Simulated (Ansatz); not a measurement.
Geometry optimisation, RKS PBE-D4/def2-SVP (Ansatz).

The input (input.yaml):

```yaml
crystal:
  periodic: [false, false, false]
  atoms:
    - { symbol: B, position_ang: [-1.2283, 1.3335, 0.949] }
    - { symbol: Si, position_ang: [-0.2103, 0.2095, -0.1831] }
    - { symbol: O, position_ang: [-1.1232, -0.1858, -1.6122] }
    - { symbol: Si, position_ang: [0.3609, -1.6393, 0.9426] }
    - { symbol: P, position_ang: [1.6639, 1.2401, -0.7569] }
    - { symbol: H, position_ang: [-1.5625, 1.0616, 2.0325] }
    - { symbol: H, position_ang: [-1.6104, 2.4261, 0.527] }
    - { symbol: H, position_ang: [-0.445, -0.7562, -2.1236] }
    - { symbol: H, position_ang: [1.1055, -2.5136, 0.1385] }
    - { symbol: H, position_ang: [1.0429, -1.2964, 2.1818] }
    - { symbol: H, position_ang: [-0.9682, -2.3361, 1.3423] }
    - { symbol: H, position_ang: [2.50417, 0.402, 0.02833] }
    - { symbol: H, position_ang: [1.47131, 2.3096, 0.27084] }
basis:
  gaussian: { orbitals: def2-SVP }
hamiltonian:
  xc: pbe
  dispersion: d4
relax:
  f_tol: 0.015
  max_steps: 40
```

Run as:

```bash
$ ansatz run input.yaml --threads 2 --pin off --max-ram 3072MiB --backend cpu --events-out ev --progress --plain --runs-dir out
```

Where does it end, and by what steps?

The run converged. After 15 steps the energy has fallen by 1.036 eV; H6 moved furthest, 1.28 Å.

| step | energy less start (eV) | largest force component (eV/Å) | accepted |
| --- | --- | --- | --- |
| 0 | 0.0000 | 2.176 | yes |
| 1 | -0.5790 | 1.174 | yes |
| 2 | -0.6838 | 0.524 | yes |
| 3 | -0.7662 | 0.196 | yes |
| 4 | -0.8058 | 0.257 | yes |
| 5 | -0.8487 | 0.340 | yes |
| 6 | -0.8915 | 0.456 | yes |
| 7 | -0.9480 | 0.525 | yes |
| 8 | -0.9948 | 0.417 | yes |
| 9 | -1.0185 | 0.127 | yes |
| 10 | -1.0265 | 0.222 | yes |
| 11 | -1.0330 | 0.157 | yes |
| 12 | -1.0348 | 0.138 | yes |
| 13 | -1.0358 | 0.023 | yes |
| 14 | -1.0359 | 0.026 | yes |
| 15 | -1.0361 | 0.010 | yes |

```xyz
13
Properties=species:S:1:pos:R:3
B -0.677 1.687 0.734
Si -0.422 -0.018 -0.185
O -1.171 -0.261 -1.677
Si 0.296 -1.987 0.861
P 1.453 1.366 -0.342
H -0.495 1.753 1.933
H -1.276 2.548 0.115
H -0.784 -0.977 -2.212
H 1.196 -2.787 -0.046
H 1.059 -1.622 2.106
H -0.874 -2.858 1.233
H 2.027 0.934 0.907
H 0.668 2.479 0.310
```

Run time: 53 s on 2 threads of Arm Neoverse V1, on a shared host, peak memory 0.17 GiB.
